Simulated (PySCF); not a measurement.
A GIAO shielding run with PySCF 2.14 (density fitting, non-relativistic, gas phase) on `CN(C)[SiH2][C@@H](F)CCC#N`, C₆H₁₃FN₂Si:

```
$ OMP_NUM_THREADS=1 python probes_run.py task.json out

{"job": {"kind": "nmr", "xc": "PBE0", "basis": "pcSseg-1"}, "charge": 0, "multiplicity": 1}
C     -2.959137    -0.498332    -0.977440
N     -1.792185    -0.075079    -0.239624
C     -1.985111    -0.208609     1.188963
Si    -0.694466     1.051181    -0.927007
C      0.981978     0.876993    -0.004437
F      0.868006     1.401676     1.285628
C      1.495788    -0.550591     0.100667
C      2.889516    -0.617984     0.744608
C      3.877397     0.007170    -0.095898
N      4.647971     0.505824    -0.777652
H     -3.829190     0.128322    -0.752248
H     -2.760443    -0.441740    -2.043470
H     -3.204463    -1.530993    -0.716865
H     -1.114669     0.153545     1.726016
H     -2.857215     0.360458     1.528832
H     -2.149021    -1.260705     1.440558
H     -0.486157     0.616280    -2.308730
H     -1.054661     2.476031    -0.862078
H      1.735252     1.504559    -0.492671
H      0.801564    -1.137576     0.703687
H      1.524469    -0.977204    -0.903022
H      3.184962    -1.657803     0.912255
H      2.875062    -0.098439     1.707648
```

Hardware: 1 thread of an Intel Xeon, shared host. The job also computes population analyses, field gradients.

Q: How large is the calculation?

A: 86 electrons, 242 basis functions and 1266 auxiliary functions.

Q: How long does it take, and how much memory does it need?

A: 67 s of wall time, with 14 SCF cycles and 5 response iterations; peak memory 1.2 GiB. Times on a shared host scatter by some tens of per cent.
